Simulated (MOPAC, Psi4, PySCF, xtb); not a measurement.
Interaction energy of H2 ··· HCl (SMILES [H][H] and Cl). Monomers: optimised at B3LYP-D3(BJ) (def2-TZVP), held rigid. Orientation: a random orientation, not optimised. The monomers approach along the line of their centres of mass (distance R); nothing else relaxes.

Geometry at R = 3.42 Å (first 2 atoms: monomer A):
```
4

H      0.3719     0.0000     0.0000
H     -0.3719     0.0000     0.0000
Cl    -2.8655    -1.1286    -1.4612
H     -2.6412    -0.9117    -2.7046
```

Computed with: GFN1-xTB (xtb); PM7, restricted, heats of formation (MOPAC); RMP2/6-31G* = PySCF with restricted MP2 (frozen core)/6-31G*, spherical d, no counterpoise correction; CCSD(T)/aug-cc-pVDZ = DF-CCSD(T)/aug-cc-pVDZ, frozen core, counterpoise-corrected (Psi4 1.11).

Interaction energies in kJ/mol; the last columns give the difference from CCSD(T):

```json
[
 {"R / Å": "2.86", "GFN1-xTB": "3.20", "PM7": "2.52", "RMP2/6-31G*": "8.23", "CCSD(T)/aug-cc-pVDZ": "7.87", "GFN1-xTB − CCSD(T)/aug-cc-pVDZ": "-4.67", "PM7 − CCSD(T)/aug-cc-pVDZ": "-5.35", "RMP2/6-31G* − CCSD(T)/aug-cc-pVDZ": "0.36"},
 {"R / Å": "3.00", "GFN1-xTB": "0.90", "PM7": "0.48", "RMP2/6-31G*": "4.58", "CCSD(T)/aug-cc-pVDZ": "4.20", "GFN1-xTB − CCSD(T)/aug-cc-pVDZ": "-3.31", "PM7 − CCSD(T)/aug-cc-pVDZ": "-3.72", "RMP2/6-31G* − CCSD(T)/aug-cc-pVDZ": "0.37"},
 {"R / Å": "3.19", "GFN1-xTB": "-0.46", "PM7": "-0.83", "RMP2/6-31G*": "1.84", "CCSD(T)/aug-cc-pVDZ": "1.43", "GFN1-xTB − CCSD(T)/aug-cc-pVDZ": "-1.90", "PM7 − CCSD(T)/aug-cc-pVDZ": "-2.26", "RMP2/6-31G* − CCSD(T)/aug-cc-pVDZ": "0.41"},
 {"R / Å": "3.42", "GFN1-xTB": "-0.85", "PM7": "-1.29", "RMP2/6-31G*": "0.35", "CCSD(T)/aug-cc-pVDZ": "-0.05", "GFN1-xTB − CCSD(T)/aug-cc-pVDZ": "-0.81", "PM7 − CCSD(T)/aug-cc-pVDZ": "-1.25", "RMP2/6-31G* − CCSD(T)/aug-cc-pVDZ": "0.40"},
 {"R / Å": "3.66", "GFN1-xTB": "-0.77", "PM7": "-1.27", "RMP2/6-31G*": "-0.23", "CCSD(T)/aug-cc-pVDZ": "-0.56", "GFN1-xTB − CCSD(T)/aug-cc-pVDZ": "-0.21", "PM7 − CCSD(T)/aug-cc-pVDZ": "-0.71", "RMP2/6-31G* − CCSD(T)/aug-cc-pVDZ": "0.33"},
 {"R / Å": "3.84", "GFN1-xTB": "-0.64", "PM7": "-1.15", "RMP2/6-31G*": "-0.38", "CCSD(T)/aug-cc-pVDZ": "-0.64", "GFN1-xTB − CCSD(T)/aug-cc-pVDZ": "0.00", "PM7 − CCSD(T)/aug-cc-pVDZ": "-0.50", "RMP2/6-31G* − CCSD(T)/aug-cc-pVDZ": "0.26"},
 {"R / Å": "4.10", "GFN1-xTB": "-0.47", "PM7": "-0.94", "RMP2/6-31G*": "-0.42", "CCSD(T)/aug-cc-pVDZ": "-0.59", "GFN1-xTB − CCSD(T)/aug-cc-pVDZ": "0.12", "PM7 − CCSD(T)/aug-cc-pVDZ": "-0.35", "RMP2/6-31G* − CCSD(T)/aug-cc-pVDZ": "0.17"},
 {"R / Å": "4.45", "GFN1-xTB": "-0.32", "PM7": "-0.70", "RMP2/6-31G*": "-0.33", "CCSD(T)/aug-cc-pVDZ": "-0.44", "GFN1-xTB − CCSD(T)/aug-cc-pVDZ": "0.12", "PM7 − CCSD(T)/aug-cc-pVDZ": "-0.26", "RMP2/6-31G* − CCSD(T)/aug-cc-pVDZ": "0.11"},
 {"R / Å": "4.95", "GFN1-xTB": "-0.19", "PM7": "-0.41", "RMP2/6-31G*": "-0.19", "CCSD(T)/aug-cc-pVDZ": "-0.26", "GFN1-xTB − CCSD(T)/aug-cc-pVDZ": "0.07", "PM7 − CCSD(T)/aug-cc-pVDZ": "-0.15", "RMP2/6-31G* − CCSD(T)/aug-cc-pVDZ": "0.08"},
 {"R / Å": "5.60", "GFN1-xTB": "-0.10", "PM7": "-0.19", "RMP2/6-31G*": "-0.09", "CCSD(T)/aug-cc-pVDZ": "-0.14", "GFN1-xTB − CCSD(T)/aug-cc-pVDZ": "0.04", "PM7 − CCSD(T)/aug-cc-pVDZ": "-0.05", "RMP2/6-31G* − CCSD(T)/aug-cc-pVDZ": "0.05"},
 {"R / Å": "6.65", "GFN1-xTB": "-0.03", "PM7": "-0.06", "RMP2/6-31G*": "-0.04", "CCSD(T)/aug-cc-pVDZ": "-0.06", "GFN1-xTB − CCSD(T)/aug-cc-pVDZ": "0.02", "PM7 − CCSD(T)/aug-cc-pVDZ": "-0.01", "RMP2/6-31G* − CCSD(T)/aug-cc-pVDZ": "0.02"},
 {"R / Å": "7.96", "GFN1-xTB": "-0.01", "PM7": "-0.02", "RMP2/6-31G*": "-0.02", "CCSD(T)/aug-cc-pVDZ": "-0.02", "GFN1-xTB − CCSD(T)/aug-cc-pVDZ": "0.01", "PM7 − CCSD(T)/aug-cc-pVDZ": "0.00", "RMP2/6-31G* − CCSD(T)/aug-cc-pVDZ": "0.01"}
]
```

GFN1-xTB is furthest from CCSD(T)/aug-cc-pVDZ at 2.86 (-4.67 kJ/mol, below); its mean absolute difference over the points is 0.94 kJ/mol.

PM7 is furthest from CCSD(T)/aug-cc-pVDZ at 2.86 (-5.35 kJ/mol, below); its mean absolute difference over the points is 1.22 kJ/mol.

RMP2/6-31G* is furthest from CCSD(T)/aug-cc-pVDZ at 3.19 (0.41 kJ/mol, above); its mean absolute difference over the points is 0.21 kJ/mol.
